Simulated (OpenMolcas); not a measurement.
**Pt2+: moving or changing the point charges**

Pt2+ among 6 point charges of -1.5 e arranged as an octahedron (Oh), 1.96 Å from the ion.

```json
{
 "Program": "OpenMolcas 26.06",
 "Method": "CASSCF",
 "Basis": "ANO-RCC-VDZP [7s6p4d2f]",
 "Scalar Hamiltonian": "DKH2, point nucleus",
 "Active space": "8 electrons in 5 orbitals (5d)",
 "State averaging": "2S+1 = 3 even, 10 roots; 2S+1 = 1 even, 15 roots",
 "Spin-orbit coupling": "state interaction with AMFI integrals over the reference wave functions"
}
```

Runs around this geometry, states (labels of O, the rotations of Oh). Energies in cm-1 above the lowest state or level, χT in cm3 K/mol; 10Dq and B are least-squares fits to the states below 45000 cm-1, weighted by degeneracy, with a free offset, and given where the rms deviation is under 5 % of |10Dq| (or 100 cm-1) and under 700 cm-1.

```tsv
R (Å)	q (e)	Ground state	First state of that spin	10Dq	B (rms of fit)	First gap with spin-orbit (degeneracies)	χT at 300 K	First state of another spin
1.96	-0.98	3A2	3T2 7396	7127	848 (111)	5358 (3, 2)	2.455	1E 13414
1.86	-1.5	3A2	3T2 14024	13486	889 (187)	9808 (3, 2)	2.066	1E 13929
1.96	-1.5	3A2	3T2 11280	10833	869 (162)	8189 (3, 2)	2.215	1E 13784
2.08	-1.5	3A2	3T2 8771	8425	854 (138)	6410 (3, 2)	2.367	1E 13603
```

Taking |10Dq| as R^-n, n = -ln(8425 / 13486) / ln(2.08 / 1.86) = 4.2 between the shortest and longest distance. The point-charge formula for a cubic d site gives n = 5.

Scaling the charges by -0.98 / -1.5 = 0.65 scales |10Dq| by 7127 / 10833 = 0.66; with fixed orbitals a first-order splitting would follow the charge.

Without dynamic correlation the repulsion within the d shell is too large (B by tens of per cent), so at a given field states of lower spin stand too high. Real 4d8 and 5d8 ions are as a rule square planar and diamagnetic. Point charges carry no covalency, so the field is a model and not that of real ligands. No measured value stands beside these numbers.
